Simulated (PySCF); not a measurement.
fulvene (C6H6), SMILES C=C1C=CC=C1. Heavy atoms are numbered as in [CH2:1]=[C:2]1[CH:3]=[CH:4][CH:5]=[CH:6]1. Hydrogens are named by the atom that carries them.

Geometry optimised at PBE0-D3(BJ)/def2-SVP.

The numbers are results of PBE/def2-TZVP in PySCF, not measurements.

Atomic charges (e), one atom of each kind:

```json
[
 {"atom": "C1 (CH2)", "Löwdin": "-0.11", "IAO": "-0.27"},
 {"atom": "C2", "Löwdin": "-0.18", "IAO": "(withheld)"},
 {"atom": "C3 (CH)", "Löwdin": "-0.13", "IAO": "(withheld)"},
 {"atom": "C4 (CH)", "Löwdin": "-0.14", "IAO": "-0.16"},
 {"atom": "H on C1", "Löwdin": "0.13", "IAO": "0.16"},
 {"atom": "H on C3", "Löwdin": "0.14", "IAO": "0.15"},
 {"atom": "H on C4", "Löwdin": "0.14", "IAO": "(withheld)"}
]
```

Task: Fill in the missing entries. (An estimate is asked for; the answer gives what the named calculation found.)

Result: 
- C2, IAO: 0.03
- C3 (CH), IAO: -0.19
- H on C4, IAO: 0.15

Computed Mayer and Wiberg (Löwdin basis) orders of the bonds:
```tsv
bond	Mayer	Wiberg
C1–C2	1.65	1.92
C2–C3	1.05	1.19
C3–C4	1.77	1.85
C4–C5	1.08	1.26
C2–C6	1.05	1.19
C5–C6	1.77	1.85
```
